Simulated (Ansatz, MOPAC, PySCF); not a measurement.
Breaking a bond: CSe, singlet. Each curve is given relative to its own lowest point near equilibrium.

```json
[
 {"R / Å": "1.24", "A": "221.1", "B": "233.1", "C": "228.8", "D": "102.5"},
 {"R / Å": "1.33", "A": "113.6", "B": "124.3", "C": "120.7", "D": "55.6"},
 {"R / Å": "1.44", "A": "40.5", "B": "48.6", "C": "45.9", "D": "21.2"},
 {"R / Å": "1.47", "A": "28.4", "B": "35.6", "C": "33.2", "D": "15.0"},
 {"R / Å": "1.57", "A": "5.0", "B": "8.9", "C": "7.6", "D": "2.5"},
 {"R / Å": "1.61", "A": "1.3", "B": "3.6", "C": "2.8", "D": "0.5"},
 {"R / Å": "1.67", "A": "0.0", "B": "0.1", "C": "0.0", "D": "0.0"},
 {"R / Å": "1.69", "A": "0.5", "B": "0.0", "C": "0.0", "D": "0.5"},
 {"R / Å": "1.78", "A": "6.5", "B": "3.9", "C": "4.6", "D": "5.9"},
 {"R / Å": "1.85", "A": "13.2", "B": "9.9", "C": "11.4", "D": "13.1"},
 {"R / Å": "1.94", "A": "22.0", "B": "20.0", "C": "22.9", "D": "25.2"},
 {"R / Å": "2.06", "A": "33.5", "B": "36.2", "C": "40.4", "D": "44.7"},
 {"R / Å": "2.28", "A": "50.6", "B": "69.0", "C": "71.8", "D": "84.2"},
 {"R / Å": "2.50", "A": "75.7", "B": "97.3", "C": "95.5", "D": "121.9"},
 {"R / Å": "2.70", "A": "89.5", "B": "114.9", "C": "110.9", "D": "149.7"},
 {"R / Å": "3.00", "A": "90.7", "B": "128.0", "C": "119.7", "D": "176.5"},
 {"R / Å": "3.36", "A": "91.3", "B": "132.4", "C": "123.1", "D": "194.0"},
 {"R / Å": "3.71", "A": "91.7", "B": "133.9", "C": "124.4", "D": "207.0"},
 {"R / Å": "4.09", "A": "92.0", "B": "134.7", "C": "125.1", "D": "207.1"},
 {"R / Å": "4.56", "A": "92.2", "B": "135.1", "C": "125.5", "D": "209.3"},
 {"R / Å": "5.04", "A": "92.3", "B": "135.3", "C": "125.7", "D": "210.0"},
 {"R / Å": "5.84", "A": "92.4", "B": "135.5", "C": "125.8", "D": "210.2"},
 {"R / Å": "6.71", "A": "—", "B": "135.6", "C": "125.9", "D": "210.3"}
]
```

Energies in kcal/mol.

Question: Match the curves with the methods PM6, restricted, heats of formation in MOPAC 23.2.5; CCSD on UHF/cc-pVTZ, cores with 3d frozen run with Ansatz (a first-principles code); CCSD(T) on UHF/cc-pVTZ, cores with 3d frozen (Ansatz); PySCF with unrestricted Hartree-Fock/6-31G*, spherical d.

Answer: A is UHF/6-31G*; B is UCCSD(T); C is UCCSD; D is PM6.

A dash means that the run gave no value there, or that the column was ended at a point which the program doubted or which failed a test of continuity chosen for this set; such a test can also cut sound points.

The unrestricted solution behind UHF/6-31G* changes between 2.50 and 2.70 Å and between 5.84 and 6.71 Å, which can leave a kink. The unrestricted determinant behind UHF/6-31G* is spin-contaminated at 1.69 to 5.84 Å (<S²> up to 2.0, against 0.00 for a pure singlet). The unrestricted determinant behind UCCSD, UCCSD(T) is spin-contaminated at 1.67 to 6.71 Å (<S²> up to 2.0, against 0.00 for a pure singlet). The restricted form behind PM6 keeps the bonding electrons paired and can't separate into open-shell fragments.
